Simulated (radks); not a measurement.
Values are calculated unless marked as measured or tabulated.
Problem. Ionisation of neutral arsenic, [Ar] 3d10 4s2 4p3, to As+, [Ar] 3d10 4s2 4p2, under several functionals. Non-relativistic Kohn-Sham, spin-polarised, spherical densities, point nucleus; open shells are filled with parallel spins first; a radial shooting solver on a logarithmic mesh with Libxc functionals. The NIST Atomic Spectra Database gives 9.789 eV (measured). Rank these functionals by the error of their Delta-SCF ionisation energy: BP86; LDA (Slater exchange, Perdew-Zunger correlation); Tao-Mo meta-GGA; SOGGA; exchange-only B88; revTPSS; B86b exchange with PBE correlation; TPSS; r2SCAN; OLYP.

Solution. From best to worst: OLYP 9.769 eV (-0.020); SOGGA 9.861 eV (+0.072); B86b exchange with PBE correlation 9.943 eV (+0.155); LDA (Slater exchange, Perdew-Zunger correlation) 9.947 eV (+0.158); Tao-Mo meta-GGA 9.969 eV (+0.181); BP86 9.988 eV (+0.200); TPSS 10.040 eV (+0.251); revTPSS 10.061 eV (+0.273); exchange-only B88 9.282 eV (-0.506); r2SCAN 10.305 eV (+0.516). Open shells are spherical and high-spin; term and fine-structure splittings are not resolved.
